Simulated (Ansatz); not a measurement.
`[SiH3]Br` → H₂ + `[SiH]Br` at 298.15 K and 1 bar (silylene formation by 1,1-elimination).

Isolated molecules relaxed with PBE0-D4/def2-TZVP in Ansatz; ΔE leaves out vibrations. CCSD(T)/CBS is the MP2 limit (def2-TZVPP, def2-QZVPP) plus CCSD(T) − MP2 in def2-TZVPP, frozen cores. This one scheme is used for every species. For Br outer-core shells are correlated without core-valence functions, which leaves a few kJ/mol of doubt a bond. Scalar relativity is left out up to krypton.

| species | CCSD(T)/CBS energy (Eh) | H − E (kJ/mol) | S (J/(mol·K)) |
| --- | --- | --- | --- |
| `[SiH3]Br` | -2864.23411 | 79.2 | 262.6 |
| H₂ | -1.17544 | 35.1 | 130.4 |
| `[SiH]Br` | -2862.97869 | 30.2 | 263.1 |

H − E and S are ideal-gas, rigid-rotor, harmonic terms from PBE0-D4/def2-TZVP. The MP2-based limit puts H₂ 0.8 mEh under its directly extrapolated value; such offsets cancel only in part. 1 Eh = 2625.50 kJ/mol, R = 8.31446 J/(mol·K).

Question: By hand: ΔE, ΔH, ΔS and ΔG.

Answer: ΔE = (-1.17544) + (-2862.97869) − (-2864.23411) = 0.07998 Eh = 210.0 kJ/mol. Δ(H − E) = 35.1 + 30.2 − 79.2 = -13.9, so ΔH = 196.1 kJ/mol. ΔS = 130.4 + 263.1 − 262.6 = 130.9 J/(mol·K). ΔG = 196.1 − 298.15 × (130.9)/1000 = 157.1 kJ/mol.

Question: By hand: the equilibrium constant, and the temperature at which ΔG would vanish if ΔH and ΔS stayed fixed.

Answer: log₁₀ K = −ΔG/(RT ln 10) = -27.5. ΔG = 0 at ΔH/ΔS = 1498 K.

The number of gas molecules changes by +1, which sets the sign of ΔS. A doubt of 5 kJ/mol in ΔE shifts log₁₀ K by 0.9 here. These are equilibria of isolated gas molecules and say nothing of rates. Largest T1 diagnostic: 0.011 (customary marks: 0.02 for closed shells, 0.045 for open ones).
